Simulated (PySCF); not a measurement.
C₃H₇ClOSi₂.
SMILES with atom numbers: `[O:1]=[C:2]([Cl:3])[CH:4]=[C:5]([SiH3:6])[SiH3:7]` (hydrogens: H8 on C4; H9, H10, H11 on Si6; H12, H13, H14 on Si7)

Structure used (GFN2-xTB), in Å, numbered top down from 1:
```
atom  x, y, z in Å
O1     1.9125    1.5950   -0.4657
C2     2.0894    0.5752    0.1386
Cl3    3.7086    0.1766    0.7144
C4     1.0913   -0.4104    0.4662
C5    -0.1787   -0.2131    0.0767
Si6   -1.4997   -1.4995    0.5009
Si7   -0.6221    1.3661   -0.8963
H8     1.4207   -1.2786    1.0200
H9    -0.8777   -2.5960    1.2460
H10   -2.0663   -1.9951   -0.7523
H11   -2.5212   -0.8464    1.3179
H12    0.0413    1.3636   -2.1937
H13   -0.4291    2.5449   -0.0616
H14   -2.0697    1.2172   -1.1333
```

The calculation used TDDFT B3LYP/def2-SVPD, vertical, gas phase, core orbitals frozen in the response (PySCF).

Kohn–Sham orbitals with the atoms that hold most of them (Löwdin shares over 4%, at most four atoms; ? is withheld):

```json
{"orbital": "LUMO+2", "ε (eV)": "0.07", "atoms": "C2 19%, C4 17%, C5 12%, O1 12%"}
{"orbital": "LUMO+1", "ε (eV)": "-0.17", "atoms": "Si6 29%, Si7 13%, C4 8%, H10 7%"}
{"orbital": "LUMO", "ε (eV)": "-3.04", "atoms": "C5 27%, C2 20%, O1 16%, C4 16%"}
{"orbital": "HOMO", "ε (eV)": "?", "atoms": "?"}
{"orbital": "HOMO-1", "ε (eV)": "-8.58", "atoms": "?"}
{"orbital": "HOMO-2", "ε (eV)": "-8.92", "atoms": "C5 29%, Cl3 16%, Si7 14%, Si6 11%"}
{"orbital": "HOMO-3", "ε (eV)": "-9.21", "atoms": "Cl3 56%, Si7 11%, H14 10%, C5 7%"}
```

Give the leading atoms of the HOMO-1.

C4 (bonded to 2 C and H) 32%; C5 (bonded to C and 2 Si) 26%; O1 (bonded to C) 7%; C2 (bonded to C, Cl and O) 6%. By element: carbon 64%, oxygen 7%.

Give the leading atoms of the HOMO.

O1 (bonded to C) 33%; Cl3 (bonded to C) 16%; Si7 (bonded to C and 3 H) 14%; H14 (bonded to Si) 7%.

What is the HOMO energy, and the HOMO–LUMO gap?

ε(HOMO) = -8.29 eV; the gap is 5.25 eV (0.1929 hartree).

How does S1 compare with the orbital gap of 5.25 eV?

S1 is at 4.00 eV (f = 0.0001), 1.25 eV below the gap, made of HOMO→LUMO (96%). Without the coupling terms of the response equations the lowest excitation would equal the gap.

One configuration dominates each of S1, S2 and S4. Which, and how do the shares of the two leading atoms of either orbital change from the occupied to the empty one?

- S1 (4.00 eV, f 0.0001), HOMO→LUMO (96%): O1 33% → 16%, Cl3 16% → at most 16%, C5 at most 7% → 27%, C2 at most 7% → 20%
- S2 (4.62 eV, f 0.0000), HOMO-2→LUMO (96%): C5 29% → 27%, Cl3 16% → at most 16%, C2 at most 11% → 20%
- S4 (5.23 eV, f 0.346), HOMO-1→LUMO (89%): C4 32% → 16%, C5 26% → 27%, C2 6% → 20%

One conformer stands for the species.
